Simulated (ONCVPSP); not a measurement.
# Pr (Z = 59): ONCV pseudisation with PBEsol, scalar-relativistic reference atom.

The input file (ONCVPSP 4.0.1):

```
# ATOM AND REFERENCE CONFIGURATION
# atsym  z   nc   nv     iexc    psfile
  Pr 59.00   10    4  -116133      upf
#
#   n    l    f
    1    0    2.00
    2    0    2.00
    2    1    6.00
    3    0    2.00
    3    1    6.00
    3    2   10.00
    4    0    2.00
    4    1    6.00
    4    2   10.00
    4    3    2.00
    5    0    2.00
    5    1    6.00
    5    2    1.00
    6    0    2.00
#
# PSEUDOPOTENTIAL AND OPTIMIZATION
# lmax
    2
#
#   l,   rc,      ep,       ncon, nbas, qcut
    0    2.50    0.00    3    7    5.90
    1    2.60    0.00    5    9    5.00
    2    3.85    0.00    3    8    3.90
#
# LOCAL POTENTIAL
# lloc, lpopt,  rc(5),   dvloc0
    4    5    1.60    0.00
#
# VANDERBILT-KLEINMAN-BYLANDER PROJECTORs
# l, nproj, debl
    0    2    3.20
    1    1    1.50
    2    3    0.90
#
# MODEL CORE CHARGE
# icmod, fcfact, rcfact
    1    0.50    0.00
#
# LOG DERIVATIVE ANALYSIS
# epsh1, epsh2, depsh
   -3.00    5.00    0.02
#
# OUTPUT GRID
# rlmax, drl
    6.00    0.01
#
# TEST CONFIGURATIONS
# ncnf
    4
# nvcnf
#   n    l    f
    4
    5    0    2.00
    5    1    6.00
    5    2    1.00
    6    0    1.00
#
    4
    5    0    2.00
    5    1    6.00
    5    2    1.00
    6    0    0.00
#
    4
    5    0    2.00
    5    1    6.00
    5    2    0.00
    6    0    0.00
#
    4
    5    0    2.00
    5    1    6.00
    5    2    1.00
    6    0    1.50
#
```

Command:

```bash
oncvpsp.x < Pr.dat > Pr.out
```

The program printed (shortened: citation, most of the input echo, consistency checks and plot data are left out):

```
ONCVPSP  (Optimized Norm-Conservinng Vanderbilt PSeudopotential)
scalar-relativistic version 4.0.1

#   n    l    f        energy (Ha)
    1    0    2.00    -1.5362940E+03
    2    0    2.00    -2.4736475E+02
    2    1    6.00    -2.2138207E+02
    3    0    2.00    -5.3578627E+01
    3    1    6.00    -4.5350882E+01
    3    2   10.00    -3.3792934E+01
    4    0    2.00    -1.0840526E+01
    4    1    6.00    -8.1462071E+00
    4    2   10.00    -4.2916156E+00
    4    3    2.00    -2.2989165E-01
    5    0    2.00    -1.5504794E+00
    5    1    6.00    -8.8102965E-01
    5    2    1.00    -1.1083729E-01
    6    0    2.00    -1.4084366E-01

Reference configufation results
  iterations    25
  all-electron total energy (Ha)   -9.23385151D+03

Begin loop to  construct optimized pseudo wave functions
and semi-local pseudopoentials for all angular momenta

Calculating optimized projector #   1

 for l=   0

    Fraction of norm inside rc  0.966472
    Optimizing pswf for qcut=   5.89 a_B^-1,  ecut=  17.37 Ha
    Residual kinetic energy error=  6.06D-08 Ha

    Energy error per electron        Cutoff
         Ha          eV             Ha
         0.01000     0.27211        7.47
         0.00100     0.02721       10.23
         0.00010     0.00272       12.50
         0.00001     0.00027       14.11

Calculating optimized projector #   2

 for l=   0

    Fraction of norm inside rc  0.082638
    Optimizing pswf for qcut=   5.89 a_B^-1,  ecut=  17.37 Ha
    Residual kinetic energy error=  2.19D-08 Ha

    Energy error per electron        Cutoff
         Ha          eV             Ha
         0.01000     0.27211        5.19
         0.00100     0.02721        8.97
         0.00010     0.00272       11.49
         0.00001     0.00027       13.48

Calculating optimized projector #   1

 for l=   1

    Fraction of norm inside rc  0.917253
    Optimizing pswf for qcut=   4.99 a_B^-1,  ecut=  12.47 Ha
    Residual kinetic energy error=  1.44D-05 Ha

    Energy error per electron        Cutoff
         Ha          eV             Ha
         0.01000     0.27211        4.01
         0.00100     0.02721        5.80
         0.00010     0.00272       10.36
         0.00001     0.00027       15.71

   Wellstate for l =  2  n =  7
     eigenvalue =   0.7892
     asymptotic potential =   1.2892
     half-point radius =  6.8339

   Wellstate for l =  2  n =  8
     eigenvalue =   1.6892
     asymptotic potential =   2.1892
     half-point radius =  6.3458

Calculating optimized projector #   1

 for l=   2

    Fraction of norm inside rc  0.798735
    Optimizing pswf for qcut=   3.90 a_B^-1,  ecut=   7.59 Ha
    Residual kinetic energy error=  2.81D-07 Ha

    Energy error per electron        Cutoff
         Ha          eV             Ha
         0.01000     0.27211        3.69
         0.00100     0.02721        4.87
         0.00010     0.00272        5.85
         0.00001     0.00027        6.70

Calculating optimized projector #   2

 for l=   2

    Fraction of norm inside rc  0.319389
    Optimizing pswf for qcut=   3.90 a_B^-1,  ecut=   7.59 Ha
    Residual kinetic energy error=  4.32D-06 Ha

    Energy error per electron        Cutoff
         Ha          eV             Ha
         0.01000     0.27211        4.51
         0.00100     0.02721        5.60
         0.00010     0.00272        6.62
         0.00001     0.00027        7.51

Calculating optimized projector #   3

 for l=   2

    Fraction of norm inside rc  0.253633
    Optimizing pswf for qcut=   3.90 a_B^-1,  ecut=   7.59 Ha
    Residual kinetic energy error=  1.06D-04 Ha

    Energy error per electron        Cutoff
         Ha          eV             Ha
         0.01000     0.27211        5.40
         0.00100     0.02721        6.69
         0.00010     0.00272        7.64
         0.00001     0.00027       11.06

Construct Vanderbilt / Kleinmman-Bylander projectors

B matrix Hermiticity error, ll=   0
   1   2    1.0032E-04

  Orthonormal projector coefficients  6.8347E+00  8.6676E-01

B matrix Hermiticity error, ll=   2
   1   2   -3.8153E-05
   1   3    6.5045E-05
   2   3    4.8055E-05

  Orthonormal projector coefficients  2.5366E+00 -4.7183E-01 -1.4154E-01

Model core correction analysis
  based on d2Exc/dn_idn_j

d2excae - all-electron derivatives

   -2.546478D-02   -2.229028D-02   -8.961731D-03   -1.658935D-03
   -2.229067D-02   -2.226725D-02   -1.237246D-02   -2.628218D-03
   -8.976383D-03   -1.243938D-02   -1.579943D-02   -8.789509D-03
   -1.692685D-03   -2.797473D-03   -9.463010D-03   -9.952752D-03

d2excps - pseudofunction derivatives with no core correction

   -3.572737D-02   -2.847864D-02   -9.510897D-03   -2.610557D-03
   -2.847990D-02   -2.631616D-02   -1.302120D-02   -3.209615D-03
   -9.525572D-03   -1.308789D-02   -1.742438D-02   -9.258599D-03
   -2.644552D-03   -3.378900D-03   -9.932235D-03   -1.020548D-02

rms 2nd derivative error    3.582892E-03

Polynomial model core charge

d2excps - pseudofunction derivatives with core correction

   -2.298565D-02   -2.100504D-02   -8.509138D-03   -1.476337D-03
   -2.100535D-02   -2.149320D-02   -1.221784D-02   -2.540796D-03
   -8.523664D-03   -1.228457D-02   -1.696308D-02   -9.007040D-03
   -1.510056D-03   -2.710032D-03   -9.680610D-03   -9.934742D-03

rms 2nd derivative error    8.673886E-04

Pseudoatom total energy  -33.703538

Diagnostic tests using Vanderbilt-Kleinman-Bylander pseudopotentials
  1 or more projectors used as specified by nproj input data

   l    rcore       rmatch      e in        delta e   norm test  slope test

   0   2.5087962   2.5849687  -1.5504794  -0.0000001   1.0001061   1.0000981
   0   2.5087962   2.5849687  -0.1408437   0.0000016   1.0000252   1.0000120

   1   2.6004785   2.6794347  -0.8810297  -0.0000004   0.9999984   0.9999996

   2   3.8594018   3.9765817  -0.1108373  -0.0000038   1.0000060   0.9999835
   2   3.8594018   3.9765817   0.7891627  -0.0000113   1.0000739   1.0000739
   2   3.8594018   3.9765817   1.6891627   0.0000022   1.0001131   1.0001131

 Testing for bound ghosts
   n   l    E NL Schr. Eq   E Basis Diag.   E Cutoff

   1   0       -1.550480       -1.550478     30.34
   2   0       -0.140842       -0.125964     30.34

   2   1       -0.881030       -0.881029     45.00

   3   2       -0.110841       -0.110764     29.78

 Testing for highly-localized positive-energy ghosts
       l    <radius>/rc     E Basis Diag.   E Cutoff

       0        0.526325        2.054892     30.34  WARNING - GHOST(+)

Test configuration 0

   n   l     f        eae           eps        diff
   1   0  2.0000-1536.29395071
   2   0  2.0000 -247.36474872
   2   1  6.0000 -221.38206690
   3   0  2.0000  -53.57862701
   3   1  6.0000  -45.35088217
   3   2 10.0000  -33.79293351
   4   0  2.0000  -10.84052581
   4   1  6.0000   -8.14620708
   4   2 10.0000   -4.29161561
   4   3  2.0000   -0.22989165
   5   0  2.0000   -1.55047943   -1.55047958   -1.42D-07
   5   1  6.0000   -0.88102965   -0.88103006   -4.07D-07
   5   2  1.0000   -0.11083729   -0.11084106   -3.77D-06
   6   0  2.0000   -0.14084366   -0.14084210    1.57D-06

    Total energies and differences
      AE_ref= -9.23385151D+03  AE_tst= -9.23385151D+03  dif=  0.00D+00
      PS_ref= -3.37035376D+01  PS_tst= -3.37035376D+01  dif=  1.42D-14
      PSP excitation error= -1.42D-14

Test configuration 1

   n   l     f        eae           eps        diff
   1   0  2.0000-1536.51627960
   2   0  2.0000 -247.58610741
   2   1  6.0000 -221.60348300
   3   0  2.0000  -53.79976380
   3   1  6.0000  -45.57202439
   3   2 10.0000  -34.01406093
   4   0  2.0000  -11.06161128
   4   1  6.0000   -8.36728230
   4   2 10.0000   -4.51262775
   4   3  2.0000   -0.45043635
   5   0  2.0000   -1.77116230   -1.77282141   -1.66D-03
   5   1  6.0000   -1.10116821   -1.10230582   -1.14D-03
   5   2  1.0000   -0.31617556   -0.31649272   -3.17D-04
   6   0  1.0000   -0.31801745   -0.31824635   -2.29D-04

    Total energies and differences
      AE_ref= -9.23385151D+03  AE_tst= -9.23362362D+03  dif=  2.28D-01
      PS_ref= -3.37035376D+01  PS_tst= -3.34755216D+01  dif=  2.28D-01
      PSP excitation error= -1.29D-04

Test configuration 2

   n   l     f        eae           eps        diff
   1   0  2.0000-1536.77584369
   2   0  2.0000 -247.84424756
   2   1  6.0000 -221.86170926
   3   0  2.0000  -54.05735452
   3   1  6.0000  -45.82962511
   3   2 10.0000  -34.27167470
   4   0  2.0000  -11.31899120
   4   1  6.0000   -8.62464170
   4   2 10.0000   -4.76988567
   4   3  2.0000   -0.70654994
   5   0  2.0000   -2.02713006   -2.03166762   -4.54D-03
   5   1  6.0000   -1.35514969   -1.35837800   -3.23D-03
   5   2  1.0000   -0.54860707   -0.54956411   -9.57D-04

    Total energies and differences
      AE_ref= -9.23385151D+03  AE_tst= -9.23321146D+03  dif=  6.40D-01
      PS_ref= -3.37035376D+01  PS_tst= -3.30626555D+01  dif=  6.41D-01
      PSP excitation error= -8.28D-04

Test configuration 3

   n   l     f        eae           eps        diff
   1   0  2.0000-1537.17368017
   2   0  2.0000 -248.24511928
   2   1  6.0000 -222.26252223
   3   0  2.0000  -54.45455954
   3   1  6.0000  -46.22686433
   3   2 10.0000  -34.66960381
   4   0  2.0000  -11.71404181
   4   1  6.0000   -9.01968930
   4   2 10.0000   -5.16502057
   4   3  2.0000   -1.09662235
   5   0  2.0000   -2.41192218   -2.41318470   -1.26D-03
   5   1  6.0000   -1.72867303   -1.72985983   -1.19D-03

    Total energies and differences
      AE_ref= -9.23385151D+03  AE_tst= -9.23250164D+03  dif=  1.35D+00
      PS_ref= -3.37035376D+01  PS_tst= -3.23532887D+01  dif=  1.35D+00
      PSP excitation error= -3.78D-04

Test configuration 4

   n   l     f        eae           eps        diff
   1   0  2.0000-1536.39994905
   2   0  2.0000 -247.47031832
   2   1  6.0000 -221.48766130
   3   0  2.0000  -53.68412590
   3   1  6.0000  -45.45638317
   3   2 10.0000  -33.89842385
   4   0  2.0000  -10.94601959
   4   1  6.0000   -8.25169707
   4   2 10.0000   -4.39707918
   4   3  2.0000   -0.33519596
   5   0  2.0000   -1.65588050   -1.65657509   -6.95D-04
   5   1  6.0000   -0.98629018   -0.98675721   -4.67D-04
   5   2  1.0000   -0.20955935   -0.20968470   -1.25D-04
   6   0  1.5000   -0.22719069   -0.22725472   -6.40D-05

    Total energies and differences
      AE_ref= -9.23385151D+03  AE_tst= -9.23375975D+03  dif=  9.18D-02
      PS_ref= -3.37035376D+01  PS_tst= -3.36117457D+01  dif=  9.18D-02
      PSP excitation error= -3.25D-05
```

The run took about 8.3 s on one core of a shared server CPU.
